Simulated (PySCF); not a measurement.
# ZnO: from constants to spectrum

PBE constants of ZnO, ³Π (triplet), unpaired electrons σ ↑, π ↑ (Zn cc-pVDZ-PP with ECP10, O cc-pVDZ; scalar-relativistic core potentials (PySCF 2.14); masses 63.9291 and 15.9949 u):

```
ωe              : 507.6 cm⁻¹
ωexe            : 4.79 cm⁻¹
Be              : 0.37982 cm⁻¹
αe              : 0.00442 cm⁻¹
D (centrifugal) : 8.51e-07 cm⁻¹
De to Zn + O    : 1.57 eV
```

(1) Give the vibrational terms G(v) and spacings up to v = 6.

(2) How well does the Morse estimate ωe²/(4ωexe) reproduce De, and what is D0?

The state was picked by a PBE0 search and need not be the measured ground state.

Results:

(1) G(v) = ωe(v+½) − ωexe(v+½)².

| v | G(v) (cm⁻¹) | G(v) − G(v−1) | Bv (cm⁻¹) |
| --- | --- | --- | --- |
| 0 | 253 |  | 0.3776 |
| 1 | 751 | 498 | 0.3732 |
| 2 | 1239 | 488 | 0.3688 |
| 3 | 1718 | 479 | 0.3644 |
| 4 | 2187 | 469 | 0.3599 |
| 5 | 2647 | 460 | 0.3555 |
| 6 | 3097 | 450 | 0.3511 |

(2) It gives 1.67 eV, 106 % of the computed De. D0 = De − G(0) = 1.57 − 0.03 = 1.54 eV.
